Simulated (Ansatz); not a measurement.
Basis-set extrapolation for C₂H₅FOSi (`C=C[SiH](O)F`) (PBE0-D4/def2-TZVP geometry, frozen core, the Gaussian-basis code of Ansatz). Multiplicity 1, RHF reference.

```csv
,def2-TZVPP,def2-QZVPP
HF,-542.115376,-542.136897
MP2 correlation,-0.928835,-1.003494
CCSD(T) correlation,-0.994582,not run
```

Energies in hartree. Use E(X) = E(∞) + A·exp(−7.88·√X) for Hartree–Fock and E(X) = E(∞) + B·X^(−2.97) for correlation, with X = 3 and 4, and add CCSD(T) minus MP2 of the smaller set to the MP2 limit.

Question: What is the CCSD(T) energy at the basis-set limit?

Answer: HF limit: -542.136897 + (-0.021521) × 0.13774 = -542.13986. MP2 limit: -1.003494 + (-0.074659) × 0.74074 = -1.05880. Higher-order term: -0.994582 − (-0.928835) = -0.06575. Total: -543.26441 hartree, 4.20 eV below CCSD(T)/def2-TZVPP.
